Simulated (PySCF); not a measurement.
## How methods differ on the excitation energy of In

In [Kr] 4d10 5s2 5p1 (2P) → In [Kr] 4d10 5s1 5p1 5d1 (high-spin determinant), as a difference of total energies. Computed with PySCF 2.14 in aug-cc-pVQZ-PP with ECP28MDF (7s7p5d3f2g, 92 functions), with a scalar-relativistic core potential. Correlated levels: valence: 4s2 4p6 4d10 frozen. The calculations carry no spin-orbit coupling.

```csv
method,excitation energy (eV)
UHF,7.747
MP2 (valence),8.461
SCS-MP2 (valence),8.686
CCSD (valence),8.608
CCSD(T) (valence),8.606
```

Task: How much does correlation contribute at CCSD(T) (valence)?

Result: 8.606 − (7.747) = 0.859 eV, measured against UHF.

The upper state lies above the first ionisation limit, but in LS coupling its spin forbids autoionisation to the ground ion; at this Z spin-orbit coupling breaks that rule.

The promoted electron is Rydberg-like, and one or two diffuse shells describe it only roughly, which tends to raise the upper state.

The coupled-cluster amplitudes are large for the upper state (T1 above 0.03 or a double amplitude above 0.15), so a single reference is strained.

The determinant of the upper state mixes LS terms, which raises its energy above the lowest term, most at the Hartree-Fock and MP2 levels.
